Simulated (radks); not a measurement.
Task: All-electron atom: Ne3+ in 1s1.5 2s2 2p3 3d0.5 (fractional occupations, a model configuration). Method: scalar-relativistic Kohn-Sham, r2SCAN, spin-polarised, spherical densities, finite nucleus; open shells are filled with parallel spins first; meta-GGA in the generalised Kohn-Sham scheme; Fermi nuclear charge, rms radius 3.0055 fm; computed with a radial shooting solver on a logarithmic mesh with Libxc functionals. Some entries of the table are withheld. Estimate them.

| orbital | occ. | eigenvalue (Ry) | <r> (bohr) | <1/r> (bohr^-1) |
|---|---|---|---|---|
| 1s up | 1 | -72.35867 | 0.1551 | 9.771 |
| 1s down | 0.5 | -70.31872 | 0.1552 | 9.755 |
| 2s up | 1 | (1) | (2) | 1.955 |
| 2s down | 1 | (3) | (4) | 1.861 |
| 2p up | 3 | -7.24969 | 0.6905 | 1.877 |
| 2p down | 0 | -6.19185 | 0.7378 | 1.768 |
| 3d up | 0.5 | -1.42799 | 2.586 | 0.4657 |

Result: 
(1) 2s up eigenvalue (Ry): -8.91766
(2) 2s up <r> (bohr): 0.7498
(3) 2s down eigenvalue (Ry): -8.01286
(4) 2s down <r> (bohr): 0.7799
